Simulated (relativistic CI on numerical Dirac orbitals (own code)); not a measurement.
Mn²⁺ in a cubic cluster: 2p photoemission with charge transfer

Computed with a charge-transfer multiplet model of a cubic metal-ligand cluster with up to one ligand hole, Slater and spin-orbit integrals from Dirac-Coulomb-Breit ions, Slater integrals scaled by 0.7. The parameters are those of a tetrahedral site (10Dq negative, t2 hopping the larger). The ground state mixes d5 with configurations of k ligand holes L, whose averages lie at kΔ + k(k − 1)U_dd/2; a core hole lowers each added d electron by U_cd. 300 K, Lorentzian 0.6 eV and Gaussian 0.8 eV FWHM.

Atomic integrals in eV (Slater integrals scaled, ζ unscaled), ground: F2dd 7.178, F4dd 4.458, zeta_d 0.037; with the core hole: F2dd 8.503, F4dd 5.322, zeta_d 0.060, zeta_core 6.788, F2cd 4.916, G1cd 3.683, G3cd 2.092.

Cluster parameters (eV): U_dd = 5.8, U_cd = 7.4, 10Dq = -0.15, 10Dq(ligand) = 0, V(eg) = 1.45, V(t2g) = -2.46, final-state hopping factor = 1.

| Case | n_d | d5 | d6L | S |
| --- | --- | --- | --- | --- |
| Δ = 3.1 eV | 5.27 | 0.73 | 0.27 | 2.50 |
| Δ = 5.1 eV | 5.20 | 0.80 | 0.20 | 2.50 |
| Δ = 6.1 eV | 5.18 | 0.82 | 0.18 | 2.50 |

Weights, n_d and S are thermal averages at 300 K. Binding energies count from the first peak over 30 % of the highest in each spectrum, which can be another peak from case to case. The parameters are a model scan and need not match a compound or its usual spin state. Peaks in eV (height, largest 100):
- Δ = 3.1 eV: 0.0 (100), 5.4 (12), 11.4 (60), 12.1 (58), 21.1 (7), 22.0 (9)
- Δ = 5.1 eV: 0.0 (100), 0.8 (92), 3.8 (20), 6.3 (10), 11.5 (58), 12.2 (56), 21.1 (6), 21.9 (7)
- Δ = 6.1 eV: 0.0 (100), 0.8 (92), 4.0 (19), 6.7 (9), 11.5 (57), 12.2 (56), 21.9 (6)

Curve for Δ = 5.1 eV (points under 2 left out, the grid thinned):

```tsv
E (eV)	Intensity
-3.4	2.1
-2.9	2.7
-2.3	4.2
-1.8	6.7
-1.2	15.8
-0.7	45.0
-0.1	98.0
0.4	92.9
1.0	90.3
1.5	73.9
2.1	42.7
2.6	21.8
3.1	17.8
3.7	19.5
4.2	18.5
4.8	13.6
5.3	10.1
5.9	9.7
6.4	10.0
7.0	8.3
7.5	6.4
8.1	5.2
8.6	6.6
9.1	11.5
9.7	15.5
10.2	19.2
10.8	36.8
11.3	56.0
11.9	55.4
12.4	54.8
13.0	32.0
13.5	16.5
14.1	12.7
14.6	11.0
15.1	8.1
15.7	5.2
16.2	3.9
16.8	2.8
17.3	2.4
20.2	2.9
20.7	5.5
21.3	6.1
21.8	7.1
22.4	4.8
22.9	2.0
```

For the case Δ = 5.1 eV, Δ = 5.1 eV is smaller than U_dd = 5.8 eV, the charge-transfer side of the Zaanen-Sawatzky-Allen scheme. With the core hole the configuration with one ligand hole lies at Δ − U_cd = -4.3, -2.3, -1.3 eV from the one without, in the order of the table; where this is negative the screened configuration lies lower, though the effective hopping of about 4.6 eV (from the holes of the mixed ground state) mixes the two strongly wherever it is as large as the gap.

With at most 1 ligand hole the space is cut while the next configuration still counts, so covalency is underestimated, and a final configuration with one more ligand hole, which can lie low, is missing from the spectra.
